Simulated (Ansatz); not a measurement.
Two structures of SiH3BrClF, closed shell, reached by relaxing down either side of one saddle point (PBE0-D4/def2-TZVP). Energies are electronic, without zero-point energy. Program: Ansatz 0.2.0. Basis: def2-TZVPP and def2-QZVPP. Cores are frozen in the correlated methods. Filled d shells of the heavier atoms are correlated. The def2 sets are not built for correlating such inner shells, so the correlated values are less sure here. Extrapolation: Hartree–Fock as exp(−7.88 √X), correlation as X^−2.97. First:

```
7
angstrom
Si -0.2934 0.9858 -0.0677
Br 0.4141 -0.0753 1.7606
H 0.6309 0.6469 -1.1633
H -0.3228 2.4234 0.2605
Cl -2.1719 0.3675 -0.5378
H 0.8356 -1.9531 0.2801
F 0.9077 -2.3953 -0.5323
```

Second:

| atom | x (Å) | y (Å) | z (Å) |
| --- | --- | --- | --- |
| Si1 | -0.6041 | 0.3926 | -0.5968 |
| Br2 | 2.1605 | -0.3608 | 1.9260 |
| H3 | 0.6486 | 0.8048 | -1.2540 |
| H4 | -0.9442 | 1.1718 | 0.6067 |
| Cl5 | -2.1319 | 0.5448 | -1.9344 |
| H6 | 1.3390 | -1.4109 | 1.4298 |
| F7 | -0.4677 | -1.1423 | -0.1773 |

(1) Which bonds change from the first to the second?

(2) Give the saddle point's structure and its height above each. (To be estimated.)

The T1 diagnostic stays at or below 0.010.

## Answers

(1) SiH₂BrCl ([Cl][SiH2][Br]) + HF → SiH₂ClF ([F][SiH2][Cl]) + HBr; bonds formed: Si1–F7, Br2–H6; bonds broken: Si1–Br2, H6–F7.

(2) By the calculation: 118.3 kJ/mol above the first and 160.3 kJ/mol above the second (CCSD(T) at an estimated basis limit (MP2 extrapolated from triple and quadruple zeta, plus CCSD(T) − MP2 in triple zeta)).
```xyz
7
angstrom
Si -0.2112 0.4854 -0.2180
Br 1.4173 -0.0714 1.6308
H 0.8395 0.8012 -1.1908
H -0.7247 1.5337 0.6782
Cl -1.9392 0.1372 -1.3059
H 0.6545 -1.4302 0.5752
F -0.0359 -1.4559 -0.1695
```

Labels in which every atom is bracketed show which atoms are joined, not bond orders.

For scale, one of the runs: CCSD(T)/def2-TZVPP, 205 basis functions, launched by `ansatz run in.yaml --threads 4 --pin off --events-out ev --progress --plain --max-ram 9574MiB`. Time: 2.4 min of wall clock on 4 CPU threads of an Arm Neoverse N1; the host was shared. Peak host memory: 2.6 GiB.
